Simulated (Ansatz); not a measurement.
Consider the formal exchange of groups at the Si–Si bond: `[SiH3][SiH2][SiH2][SiH2][GeH2][SiH3]` + BH₃ → `B[SiH2][SiH2][SiH3]` + `[SiH3][GeH2][SiH3]`.

Gas-phase electronic energies from Ansatz, PBE0-D4/def2-TZVP geometries. CBS: MP2 limit from def2 TZ/QZ plus the TZ coupled-cluster correction, frozen cores. This one scheme is used for every species. DFT in def2-TZVPP. For Ge outer-core shells are correlated without core-valence functions, which leaves a few kJ/mol of doubt a bond. Scalar relativity is left out up to krypton. Each species was taken in one conformer, which may not be the lowest.

```csv
level,ΔE (kJ/mol)
revPBE-D4,28.0
r2SCANh,18.8
```

(1) What does CCSD(T)/CBS give? (Estimate.)

Largest T1 diagnostic among the species: 0.014.

Answers

(1) Computed: +29.2 kJ/mol. The listed levels differ from it by -1.2, -10.4 kJ/mol.

At CCSD(T), def2-SVP lies −5.1 kJ/mol from the extrapolated value and def2-TZVPP −1.8 kJ/mol. From PBE to PBE0 (25 % exact exchange), in def2-TZVPP and without D4, ΔE moves by +4.1 kJ/mol.
